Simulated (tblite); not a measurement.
A geometry optimisation, step by step.

Compound: C6H8BO2 (doublet state).
Atom-mapped SMILES: `[OH:1][B:2]([OH:3])[C@H:4]1[CH:5][C@@H:6]2[C@@H:7]3[C@H:8]1[C@H:9]23` (hydrogens: H10 on O1; H11 on O3; H12 on C4; H13 on C5; H14 on C6; H15 on C7; H16 on C8; H17 on C9)

Computed with GFN2-xTB (tblite), gas phase: L-BFGS steps from a force-field or distance-geometry start until the largest atomic force falls under 0.01 eV/Å. 7 of its 77 geometries are shown.

Step 0: E = -710.9791 eV, largest atomic force 3.028 eV/Å
```
atom  x, y, z in Å  |  force x, y, z in eV/Å
O1      3.002    1.074   -0.330   -1.369  -2.087   0.627
B2      1.791    0.513    0.274    1.781   0.395   1.510
O3      1.801    0.187    1.714    0.499  -0.765  -2.693
C4      0.491    0.262   -0.611    0.340  -0.450   0.402
C5      0.056   -1.249   -0.537   -1.953   1.353  -1.648
C6     -1.390   -1.185   -0.044    1.960   0.980   0.455
C7     -1.871    0.157   -0.534   -2.672   1.126  -0.874
C8     -0.717    1.005   -0.044   -1.019  -1.844  -0.217
C9     -1.373    0.005    0.878   -1.520   0.833   2.250
H10     3.511    0.290   -0.630   -0.248   1.102   0.247
H11     2.102   -0.749    1.759   -0.427   1.197   0.303
H12     0.678    0.564   -1.651   -0.036  -0.157   0.141
H13     0.082   -1.704   -1.546    0.630  -0.263   0.832
H14    -2.096   -2.014    0.139    0.849   0.508  -0.300
H15    -2.937    0.483   -0.429    0.953  -0.384  -1.261
H16    -0.891    2.095    0.061    0.648  -1.046  -0.051
H17    -2.248    0.278    1.522    1.585  -0.497   0.277
```

Step 13: E = -713.2717 eV, largest atomic force 0.595 eV/Å
```
atom  x, y, z in Å  |  force x, y, z in eV/Å
O1      2.819    0.763   -0.569   -0.158  -0.394   0.053
B2      1.779    0.394    0.225   -0.034  -0.326  -0.347
O3      1.756    0.024    1.525   -0.121  -0.030   0.004
C4      0.398    0.335   -0.633    0.007  -0.074  -0.186
C5     -0.103   -1.071   -0.665    0.456  -0.214  -0.250
C6     -1.425   -1.079   -0.068    0.529   0.108  -0.251
C7     -2.087    0.250   -0.442   -0.333   0.056   0.220
C8     -0.834    0.995   -0.058   -0.084  -0.061  -0.014
C9     -1.521    0.069    0.898   -0.295   0.278   0.238
H10     3.730    0.501   -0.460    0.141   0.129   0.500
H11     2.136   -0.703    2.012    0.339   0.299  -0.306
H12     0.629    0.720   -1.635   -0.059  -0.048  -0.012
H13     0.283   -1.857   -1.280    0.161  -0.043   0.015
H14    -1.968   -2.009    0.072   -0.054   0.290  -0.059
H15    -3.001    0.479   -0.948   -0.040   0.092   0.259
H16    -0.823    2.068    0.087   -0.159  -0.122   0.053
H17    -1.776    0.133    1.929   -0.297   0.061   0.083
```

Step 25: E = -713.7647 eV, largest atomic force 0.313 eV/Å
```
atom  x, y, z in Å  |  force x, y, z in eV/Å
O1      2.893    0.473   -0.549   -0.057   0.293  -0.094
B2      1.732    0.302    0.134   -0.014  -0.208  -0.045
O3      1.656   -0.094    1.425    0.095  -0.020   0.095
C4      0.363    0.353   -0.714    0.044  -0.015   0.028
C5     -0.134   -1.049   -0.765    0.038  -0.051  -0.055
C6     -1.423   -1.065   -0.104    0.067   0.054  -0.068
C7     -2.120    0.267   -0.397   -0.026  -0.089  -0.100
C8     -0.850    1.002   -0.058   -0.043  -0.020   0.024
C9     -1.516    0.070    0.915    0.001  -0.116  -0.010
H10     3.724    0.539   -0.078   -0.035  -0.209   0.106
H11     2.458   -0.412    1.845   -0.008   0.195   0.006
H12     0.558    0.761   -1.714   -0.031   0.037   0.047
H13     0.403   -1.866   -1.194   -0.053  -0.145   0.029
H14    -1.975   -1.992    0.024    0.008   0.254  -0.005
H15    -3.068    0.522   -0.815   -0.054   0.058   0.060
H16    -0.853    2.070    0.108   -0.036  -0.007   0.019
H17    -1.853    0.130    1.928    0.103  -0.010  -0.038
```

Step 38: E = -713.8305 eV, largest atomic force 0.093 eV/Å
```
atom  x, y, z in Å  |  force x, y, z in eV/Å
O1      2.886    0.569   -0.519   -0.071  -0.023   0.008
B2      1.725    0.291    0.128   -0.005  -0.046  -0.039
O3      1.677   -0.133    1.415   -0.019   0.075  -0.051
C4      0.361    0.333   -0.730    0.032  -0.041   0.018
C5     -0.158   -1.063   -0.818   -0.018  -0.012   0.015
C6     -1.440   -1.063   -0.143   -0.033   0.005  -0.035
C7     -2.129    0.272   -0.398    0.016   0.041   0.017
C8     -0.847    0.987   -0.064    0.040   0.007   0.007
C9     -1.500    0.045    0.903   -0.037   0.023  -0.030
H10     3.700    0.425   -0.033    0.030   0.036   0.004
H11     2.516   -0.236    1.865    0.006   0.011   0.046
H12     0.565    0.771   -1.715   -0.019  -0.019   0.023
H13     0.383   -1.921   -1.155    0.026  -0.019  -0.011
H14    -2.023   -1.963   -0.016    0.004  -0.038  -0.017
H15    -3.086    0.558   -0.775    0.009   0.004   0.042
H16    -0.845    2.052    0.116    0.024   0.018   0.030
H17    -1.792    0.089    1.930    0.014  -0.023  -0.028
```

Step 51: E = -713.8455 eV, largest atomic force 0.061 eV/Å
```
atom  x, y, z in Å  |  force x, y, z in eV/Å
O1      2.885    0.536   -0.539    0.057   0.011  -0.020
B2      1.729    0.273    0.116    0.018   0.011   0.008
O3      1.665   -0.050    1.428   -0.007   0.014   0.034
C4      0.369    0.289   -0.741   -0.018  -0.025   0.001
C5     -0.182   -1.093   -0.847   -0.029  -0.018  -0.020
C6     -1.474   -1.067   -0.192   -0.002   0.007   0.034
C7     -2.119    0.297   -0.389    0.012   0.018  -0.025
C8     -0.814    0.961   -0.045    0.007  -0.007   0.008
C9     -1.489    0.007    0.896    0.018   0.006   0.016
H10     3.704    0.479   -0.043   -0.010  -0.008   0.004
H11     2.487   -0.106    1.919   -0.008   0.014  -0.036
H12     0.562    0.731   -1.726   -0.005   0.007   0.025
H13     0.368   -1.965   -1.135   -0.028   0.009  -0.014
H14    -2.086   -1.953   -0.093    0.013  -0.004  -0.003
H15    -3.079    0.631   -0.717   -0.002  -0.003  -0.043
H16    -0.769    2.019    0.174   -0.006  -0.021   0.011
H17    -1.766    0.023    1.925   -0.009  -0.010   0.022
```

Step 63: E = -713.8486 eV, largest atomic force 0.057 eV/Å
```
atom  x, y, z in Å  |  force x, y, z in eV/Å
O1      2.899    0.518   -0.544   -0.049   0.003  -0.028
B2      1.737    0.273    0.111    0.004  -0.003   0.009
O3      1.671   -0.003    1.433   -0.010   0.007  -0.001
C4      0.370    0.271   -0.737    0.030  -0.001   0.011
C5     -0.193   -1.106   -0.848   -0.003   0.013  -0.011
C6     -1.487   -1.069   -0.198    0.008  -0.010   0.014
C7     -2.114    0.305   -0.388   -0.012   0.003   0.026
C8     -0.802    0.947   -0.029    0.014  -0.002  -0.006
C9     -1.494   -0.007    0.899   -0.016   0.015  -0.008
H10     3.709    0.485   -0.033    0.035  -0.012   0.010
H11     2.495   -0.041    1.920    0.020   0.005   0.014
H12     0.551    0.721   -1.722    0.008  -0.008   0.002
H13     0.334   -1.980   -1.166    0.012  -0.006  -0.021
H14    -2.107   -1.949   -0.110   -0.010  -0.015  -0.008
H15    -3.062    0.652   -0.734   -0.003  -0.001   0.006
H16    -0.744    2.000    0.207   -0.011   0.010  -0.001
H17    -1.770   -0.003    1.929   -0.016   0.005  -0.008
```

Step 76: E = -713.8500 eV, largest atomic force 0.010 eV/Å
```
atom  x, y, z in Å  |  force x, y, z in eV/Å
O1      2.899    0.501   -0.551   -0.001  -0.004   0.000
B2      1.744    0.272    0.122   -0.004   0.002   0.001
O3      1.688    0.024    1.450   -0.003   0.009   0.002
C4      0.374    0.264   -0.722   -0.008   0.004  -0.001
C5     -0.192   -1.110   -0.838    0.001   0.000  -0.002
C6     -1.490   -1.074   -0.196    0.003  -0.001   0.005
C7     -2.114    0.304   -0.390    0.004  -0.003  -0.007
C8     -0.802    0.942   -0.021   -0.007   0.005  -0.003
C9     -1.504   -0.012    0.900    0.002   0.001  -0.001
H10     3.716    0.472   -0.051    0.002  -0.009  -0.003
H11     2.516    0.000    1.932    0.004  -0.002  -0.001
H12     0.560    0.711   -1.707    0.000   0.003   0.001
H13     0.311   -1.973   -1.220    0.004   0.001   0.005
H14    -2.112   -1.953   -0.117   -0.001   0.000  -0.002
H15    -3.059    0.654   -0.741    0.001  -0.001   0.000
H16    -0.747    1.994    0.216    0.006   0.003   0.003
H17    -1.795   -0.004    1.926   -0.002  -0.009   0.003
```

Question: Summarise the path.

Answer: The energy falls by 2.8710 eV from step 0 to step 76; nine tenths of that is first reached at step 19. It falls at every step. The largest force goes from 3.028 to 0.010 eV/Å. Among the bonds B2–O3 changes most, from 1.476 to 1.353 Å; the atoms move by 0.428 Å rms after alignment.

Question: Follow the three bonds and two angles with the largest change from start to end.

Answer: 
| step | E above end (eV) | largest force (eV/Å) | B2–O3 (Å) | O1–B2 (Å) | C4–C5 (Å) | C7–C9–H17 (°) | C9–C7–H15 (°) |
| --- | --- | --- | --- | --- | --- | --- | --- |
| 0 | 2.8710 | 3.028 | 1.476 | 1.465 | 1.574 | 104.8 | 104.9 |
| 3 | 1.6894 | 1.284 | 1.341 | 1.353 | 1.511 | 108.6 | 108.4 |
| 7 | 1.0719 | 0.966 | 1.375 | 1.386 | 1.487 | 126.7 | 130.4 |
| 10 | 0.8570 | 0.930 | 1.347 | 1.349 | 1.491 | 133.2 | 137.3 |
| 13 | 0.5783 | 0.595 | 1.352 | 1.359 | 1.493 | 141.8 | 142.1 |
| 17 | 0.3744 | 1.012 | 1.354 | 1.358 | 1.485 | 144.1 | 143.7 |
| 20 | 0.2237 | 0.609 | 1.357 | 1.349 | 1.500 | 135.8 | 138.1 |
| 23 | 0.1208 | 0.382 | 1.353 | 1.364 | 1.493 | 133.9 | 136.9 |
| 26 | 0.0732 | 0.255 | 1.354 | 1.356 | 1.487 | 136.0 | 139.0 |
| 30 | 0.0368 | 0.197 | 1.356 | 1.361 | 1.489 | 135.4 | 135.9 |
| 33 | 0.0270 | 0.128 | 1.353 | 1.355 | 1.492 | 136.6 | 136.8 |
| 36 | 0.0219 | 0.099 | 1.355 | 1.358 | 1.492 | 136.9 | 137.5 |
| 40 | 0.0176 | 0.073 | 1.354 | 1.357 | 1.492 | 137.3 | 137.9 |
| 43 | 0.0141 | 0.103 | 1.352 | 1.355 | 1.491 | 138.1 | 137.4 |
| 46 | 0.0086 | 0.111 | 1.354 | 1.357 | 1.490 | 138.2 | 136.2 |
| 50 | 0.0051 | 0.047 | 1.353 | 1.355 | 1.492 | 137.4 | 136.0 |
| 53 | 0.0036 | 0.064 | 1.353 | 1.355 | 1.492 | 137.1 | 136.3 |
| 56 | 0.0028 | 0.033 | 1.353 | 1.356 | 1.492 | 137.0 | 136.6 |
| 59 | 0.0022 | 0.036 | 1.352 | 1.355 | 1.493 | 137.4 | 136.8 |
| 63 | 0.0014 | 0.057 | 1.353 | 1.356 | 1.492 | 137.7 | 137.0 |
| 66 | 0.0009 | 0.029 | 1.353 | 1.356 | 1.491 | 137.5 | 137.1 |
| 69 | 0.0006 | 0.024 | 1.352 | 1.356 | 1.491 | 137.3 | 137.0 |
| 73 | 0.0002 | 0.027 | 1.353 | 1.356 | 1.491 | 137.2 | 137.0 |
| 76 | 0.0000 | 0.010 | 1.353 | 1.356 | 1.491 | 137.2 | 136.9 |

The cost below is that of the whole relaxation. Time: 0.54 s. Hardware: one thread, Arm Neoverse V1 (aarch64), no GPU, on a shared host.
